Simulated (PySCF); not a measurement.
These are PySCF 2.14.0 with TPSSh-D3(BJ)/def2-TZVP // B3LYP-D3(BJ)/def2-TZVP values and carry that method's errors. All species are isolated molecules in the gas phase. One relaxed conformer stands for a flexible species; it need not be the lowest. Excitations are Tamm–Dancoff values on a coarser integration grid. The basis has no diffuse functions, so Rydberg states are missing or too high.

Reference species (SMILES): `O=C(O[SiH3])C` (O–C–O–Si torsion 0°) (neutral, multiplicity 1).

- S1–T1 gap (TDA): 0.58 eV
- LUMO: -0.61 eV
- T1 excitation (TDA): 5.25 eV
- S1 excitation (TDA): 5.83 eV

Changed species: `CC(=O)[SeH]` (O–C–Se–H torsion 180°) (X = selanyl; the reference has X = siloxy).

Q: Predict the effect on the S1–T1 gap (TDA), LUMO, T1 excitation (TDA) and S1 excitation (TDA).

A: the S1–T1 gap (TDA) is nearly the same; the LUMO falls by 0.69 eV, to -1.30 eV; the T1 excitation (TDA) decreases by 1.06 eV, to 4.19 eV; the S1 excitation (TDA) decreases by 1.07 eV, to 4.76 eV.
